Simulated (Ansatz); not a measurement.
Ansatz results at the PBE0-D4/def2-TZVP geometry: LUMO energy (B3LYP/def2-TZVPP) 0.22 eV; HOMO energy (ωB97M-V/def2-TZVPP) -8.91 eV; HOMO energy (PBE0/def2-TZVPP) -6.72 eV.

(1) Which molecule gave them?
A. `CC(F)(S)S`
B. `C/C(O)=C/CCl`
C. `CB1NCS1`
D. `CNBC=S`

## Answers

(1) C. The others give `CC(F)(S)S`: -0.47, -9.59, -7.36; `CNBC=S`: -2.49, -8.35, -6.13; `C/C(O)=C/CCl`: -0.12, -8.83, -6.65.

B3LYP here is the variant with VWN-RPA as its local correlation; programs differ in this.
